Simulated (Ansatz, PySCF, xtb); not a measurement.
Gas-phase reaction in SMILES: N[Si](F)(F)F + 4 [H][H] (H2) → 3 F (HF) + N (NH3) + [SiH4] (SiH4)
Structures are relaxed separately at B3LYP-D3(BJ)/def2-TZVP in Ansatz (a quantum-chemistry and plane-wave program), one conformer each, not searched for the lowest. Frequencies are from Ansatz or PySCF.

Property: energy of full hydrogenation (enthalpy at 298 K, with B3LYP-D3(BJ) rigid-rotor harmonic-oscillator terms), in kcal/mol. Valence correlation only, unless marked. Spin-orbit coupling is left out. No relativistic terms. CBS(X,Y): correlation extrapolated as X^-3; Hartree-Fock from the larger set.

| level | program | energy of full hydrogenation (kcal/mol) |
|---|---|---|
| GFN2-xTB | xtb | 96.6 |
| r2SCAN/def2-TZVPD | Ansatz | 117.6 |
| B97M-V/def2-TZVPD | Ansatz | 114.6 |
| PBE0-D3(BJ)/def2-TZVP | Ansatz + dftd3 | 110.0 |
| PBE0/def2-TZVPD | Ansatz | ? |
| r2SCAN0/def2-TZVPD | Ansatz | 115.4 |
| CAM-B3LYP-D3(BJ)/def2-TZVPD | Ansatz + dftd3 | 112.9 |
| CAM-B3LYP-D4/def2-TZVPD | Ansatz + dftd4 | 113.6 |
| B2PLYP-D3(BJ)/def2-TZVPD | Ansatz + dftd3 | 114.2 |
| B2PLYP-D4/def2-TZVPD | Ansatz + dftd4 | 114.5 |
| SCS-MP2/cc-pV(D+d)Z | Ansatz | 99.7 |
| CCSD/STO-3G | Ansatz | 76.0 |
| CCSD/cc-pV(D+d)Z | Ansatz | 92.9 |
| CCSD/cc-pV(T+d)Z | Ansatz | 112.1 |
| CCSD(T)/CBS(cc-pV(T+d)Z,cc-pV(Q+d)Z) | Ansatz | 115.4 |

Complete the blanks.


- PBE0/def2-TZVPD, energy of full hydrogenation (kcal/mol): 103.9
